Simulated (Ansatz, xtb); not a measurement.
A geometry optimisation of BF2HOSi with r2SCAN-D4/def2-SVP

The starting geometry of this gas-phase singlet was built from a drawn formula by distance geometry and a force field; its bonds are those of `O=[BH-][Si+](F)F`.

```yaml
atoms:
  - { symbol: B, position_ang: [0.7608, -0.6229, 0.3572] }
  - { symbol: F, position_ang: [3.3478, -1.8039, -1.0580] }
  - { symbol: F, position_ang: [1.1016, -1.0115, -2.7987] }
  - { symbol: O, position_ang: [1.3332, -0.8016, 1.5550] }
  - { symbol: Si, position_ang: [1.7334, -1.1697, -1.2339] }
  - { symbol: H, position_ang: [-0.3055, -0.2396, 0.2321] }
```

**Question.** Where would you expect an optimisation with r2SCAN-D4/def2-SVP to take it?

**Answer.** It rearranges to `F[Si]1(F)BO1`. Contacts that close: O4–Si5 (2.84 → 1.74 Å).

The energy falls by 2.35 eV over 19 steps:

| step | E − E(last) (eV) |
| --- | --- |
| 1 | 2.351 |
| 3 | 1.251 |
| 5 | 0.839 |
| 7 | 0.733 |
| 9 | 0.641 |
| 11 | 0.451 |
| 13 | 0.123 |
| 15 | 0.004 |
| 17 | 0.000 |
| 19 | 0.000 |

Final geometry (Å):

```json
{"atom": "B", "x (Å)": "0.4087", "y (Å)": "-0.8063", "z (Å)": "0.2605"}
{"atom": "F", "x (Å)": "2.8774", "y (Å)": "-2.2867", "z (Å)": "-0.9699"}
{"atom": "F", "x (Å)": "1.9687", "y (Å)": "-0.3971", "z (Å)": "-2.4234"}
{"atom": "O", "x (Å)": "1.6138", "y (Å)": "-0.1875", "z (Å)": "0.3122"}
{"atom": "Si", "x (Å)": "1.6691", "y (Å)": "-1.2316", "z (Å)": "-1.0820"}
{"atom": "H", "x (Å)": "-0.5663", "y (Å)": "-0.7402", "z (Å)": "0.9565"}
```

From the same start GFN2-xTB ends elsewhere, in pieces: F2Si + BHO.

No frequencies were run, so the end isn't proven a minimum. Run with Ansatz 0.2.0, 31 s on 1 thread of Intel(R) Xeon(R) 6975P-C (Granite Rapids), with other jobs on the host.
